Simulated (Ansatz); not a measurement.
Species: C$_{3}$H$_{8}$OSi, SMILES `O[SiH2]C1CC1` (H–O–Si–C torsion 56°, O–Si–C–C torsion -156°) (charge 0, multiplicity 1).

Q: Give a relaxed geometry from PBE0-D4/def2-TZVP (Ansatz, a program for electronic structure).

A: Several could match; the one computed here: the end point of this relaxation, one of several conformers (outside a Z-matrix the atoms follow the SMILES, hydrogens last).
Bonds (Å): O1–Si2 1.651, O1–H6 0.958, Si2–C3 1.846, Si2–H7 1.483, Si2–H8 1.494, C3–C4 1.511, C3–C5 1.511, C3–H9 1.086, C4–C5 1.487, C4–H10 1.083, C4–H11 1.085, C5–H12 1.083, C5–H13 1.085. Angles (°): Si2–O1–H6 117.1, O1–Si2–C3 113.4, O1–Si2–H7 104.5, O1–Si2–H8 111.2, C3–Si2–H7 112.0, C3–Si2–H8 105.9, H7–Si2–H8 109.9, Si2–C3–C4 118.3, Si2–C3–C5 119.6, Si2–C3–H9 117.0, C4–C3–C5 59.0, C4–C3–H9 115.1, C5–C3–H9 115.2, C3–C4–C5 60.5, C3–C4–H10 117.5, C3–C4–H11 118.1, C5–C4–H10 118.3, C5–C4–H11 117.9, H10–C4–H11 114.2, C3–C5–C4 60.5, C3–C5–H12 117.5, C3–C5–H13 118.3, C4–C5–H12 118.2, C4–C5–H13 117.8, H12–C5–H13 114.3.
